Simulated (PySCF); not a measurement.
Electron correlation in Cl(3+) (chlorine, charge +3)

Starting occupation: [Ne] 3s2 3p2, 3p3/2 with m_j = +1/2, +3/2. All numbers are calculated (PySCF 2.14, X2C-1e with screened-nucleus spin-orbit coupling, Gaussian nucleus, in x2c-SVPall-2c with one added diffuse shell each of s, p type (5s5p1d, 25 functions)). Frozen: [Ne]; 4 electrons correlated.

MP2 pair energies summed by pair of shells (mhartree):

```json
{"pair": "3p-3s", "energy": "-38.43", "share (%)": "62.8"}
{"pair": "3s-3s", "energy": "-16.54", "share (%)": "27.0"}
{"pair": "3p-3p", "energy": "-6.26", "share (%)": "10.2"}
```

Total MP2 correlation energy: -61.23 mhartree.

The GHF reference relaxed away from the jj start to a determinant that is no pure jj level (⟨S²⟩ = 2.00, ⟨J²⟩ = 6.01); the energies belong to that determinant.
